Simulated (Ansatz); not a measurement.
`[OH][W]([F])([Cl])([Cl])([Cl])[Cl]`, charge 0, multiplicity 1.

Task: Give a relaxed structure at PBE0-D4/def2-TZVP (Ansatz 0.2.0). (Best estimate.)

Result: Ansatz gave: 
Cartesian coordinates in Å:
```
O 0.2103 -0.9276 1.2959
W 0.0347 0.0763 -0.2556
F -1.0968 1.1357 0.7966
Cl 1.4250 -1.2961 -1.4026
Cl -0.3972 1.5219 -1.9786
Cl -1.7818 -1.1553 -0.9361
Cl 1.8049 1.4209 0.3261
H -0.1992 -0.7759 2.1542
```
Point group Cs.
